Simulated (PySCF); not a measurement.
## Trend along group 13: MNa cations

HF with double-zeta basis sets in PySCF, for the lowest determinant that a PBE0 search found; no spin–orbit coupling. De refers to high-spin ground-configuration atoms (the charge goes to the atom of lower measured ionisation energy or higher electron affinity, which is not always the lowest computed limit). A positive dipole points towards Na; it is taken about the centre of mass and depends on that origin.

```
 M                basis  reference  charged atom  state (unpaired electrons)  Re (Å)  ωe (cm⁻¹)  De (eV)  μ (D)
 B          aug-pcseg-1        UHF           Na+               doublet (σ ↑)   2.939        189     0.51   2.76
Al  cc-pVDZ/cc-pV(D+d)Z        UHF           Na+               doublet (σ ↑)   3.444        135     0.86   4.55
Ga           x2c-SVPall        UHF           Na+               doublet (σ ↑)   3.507        104     0.81   8.37
In            def2-SVPD        UHF           Na+               doublet (σ ↑)   3.641       96.7     0.90   9.34
Tl   cc-pVDZ/cc-pVDZ-PP        UHF           Na+               doublet (σ ↑)   3.680       92.9      n/a   9.77
```

The shortest bond is that of NaB⁺ (2.939 Å), the longest that of NaTl⁺ (3.680 Å).

The rows differ in basis set, which adds steps of its own.

Down a group the atoms grow and get heavier, so bonds lengthen and wavenumbers fall; this series shows no clear exception.

These are scalar-relativistic numbers at best; spin–orbit coupling would shift them, the dissociation energy most. For an ion De counts to the pair picked by the measured ionisation energies or electron affinities, which need not be the lowest pair at this level. Hartree–Fock leaves out correlation, which carries a large part of most bond energies and some tenths to 1 eV of ionisation energies. States were picked by a PBE0 search and need not be the measured ground states.
